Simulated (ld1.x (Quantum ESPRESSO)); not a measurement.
**Reading a pseudo-wave (magnesium)**

Columns: radius, all-electron u(r) and pseudo u(r) of the 3s shell (level -5.01 eV) of magnesium in the configuration [Ne] 3s1.75 3p0.25; PW91, scalar-relativistic, TM scheme, ld1.x (Quantum ESPRESSO) 7.5.

```
r (bohr)  all-electron  pseudo
   0.192       -0.0252  0.0274
   0.385       -0.2292  0.0577
   0.578       -0.2196  0.0938
   0.770       -0.1009  0.1385
   0.962        0.0483  0.1945
   1.155        0.1918  0.2627
   1.348        0.3142  0.3393
   1.540        0.4112  0.4164
   1.732        0.4847  0.4848
   1.925        0.5381  0.5380
   2.118        0.5738  0.5738
   2.310        0.5941  0.5941
   2.502        0.6015  0.6015
   2.695        0.5982  0.5982
   2.888        0.5864  0.5864
   3.080        0.5681  0.5681
   3.272        0.5449  0.5449
   3.465        0.5182  0.5182
   3.658        0.4891  0.4891
   3.850        0.4588  0.4588
   4.043        0.4279  0.4279
   4.235        0.3974  0.3974
   4.428        0.3673  0.3673
   4.620        0.3385  0.3385
   4.812        0.3110  0.3110
   5.005        0.2849  0.2849
```

(1) How many radial nodes do the two functions have?

(2) At about which radius was the pseudo-wave matched?

(3) Is the pseudo-wave norm-conserving?

## Answers

(1) The all-electron 3s function has n − l − 1 = 2 (the table is too coarse to show those close to the nucleus); the pseudo-wave has 0, since the states of the same l below it are removed with the core.

(2) 2.20 bohr. The columns agree to 0.0005 from 1.73 bohr on; several derivatives are matched, so the curves merge somewhat inside the radius.

(3) Yes: the TM scheme keeps the norm inside the radius equal to the all-electron one, which fixes the energy derivative of the logarithmic derivative at the level.
